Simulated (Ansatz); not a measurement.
Reaction (homolysis of the Cl–Si bond): `C[SiH](Cl)N=C=O` → Cl• + `C[SiH]N=C=O`•

Program: Ansatz. Geometries: PBE0-D4/def2-TZVP. ΔE: electronic, gas phase. CBS: MP2 limit from def2 TZ/QZ plus the TZ coupled-cluster correction, frozen cores. This one scheme is used for every species, atoms too. No spin–orbit coupling; open shells (•) take unrestricted orbitals. Spin–orbit coupling would lower the free atoms: a little for Cl. Each species was taken in one conformer, which may not be the lowest.

| species | CCSD(T)/CBS(def2) energy (Eh) |
| --- | --- |
| `C[SiH](Cl)N=C=O` | -957.35236 |
| Cl• | -459.70966 |
| `C[SiH]N=C=O`• | -497.45550 |

Q: Work out ΔE.

A: ΔE = (-459.70966) + (-497.45550) − (-957.35236) = 0.18720 Eh = +5.09 eV.

Q: What do rigid-rotor, harmonic-oscillator terms from PBE0-D4/def2-TZVP frequencies (298.15 K, 1 bar) make of the CCSD(T)/CBS value? (Estimate.)

A: Computed: ΔZPE = -0.09 eV, ΔH = +5.04 eV, ΔS = 139 J/(mol·K), ΔG = +4.61 eV. Open shells count their whole term as degenerate. Modes under 50 cm⁻¹ make the entropy rough.

Largest T1 diagnostic among the species: 0.016.

Leaving LDA and LC-ωPBE aside and taking each functional with its dispersion term where it has one, the values, not all of them listed here, spread over 0.40 eV, from BLYP-D4 to ωB97M-V. LDA lies +0.66 eV from PBE without D4, its usual overbinding. From BLYP to BHLYP (50 % exact exchange), in def2-TZVPP and without D4, ΔE moves by +0.12 eV.
